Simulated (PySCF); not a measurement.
**Ionisation energy of Cr⁺ by level of theory**

Cr⁺ [Ar] 3d5 (6S) → Cr²⁺ [Ar] 3d4 (5D), as a difference of total energies. Computed with PySCF 2.14 in aug-cc-pwCVTZ, with no relativity, point nucleus. Correlated levels: valence: [Ar] frozen; valence and next inner shell: [Ne] frozen; nothing frozen. The calculations carry no spin-orbit coupling.

```tsv
method	ionisation energy (eV)
UHF	15.124
LDA	17.636
PBE	17.264
PBE0	16.915
r2SCAN	16.968
PW91	17.331
revPBE	17.154
wB97X	16.500
MP2 (valence)	16.131
SCS-MP2 (valence)	15.459
MP2 (valence and next inner shell)	16.864
SCS-MP2 (valence and next inner shell)	16.170
MP2 (all electrons)	16.881
SCS-MP2 (all electrons)	16.181
```

Q: How much does correlation contribute at MP2 (all electrons)?

A: 16.881 − (15.124) = 1.757 eV, measured against UHF.

A first-order spin-orbit estimate (lowest level to lowest level, LS coupling) adds -0.053 eV.

These non-relativistic numbers lack the scalar-relativistic shift.

Errors of the correlated levels include the incompleteness of this basis and the frozen core.

For comparison: 16.486 eV (measured; NIST Atomic Spectra Database, ionization energies).
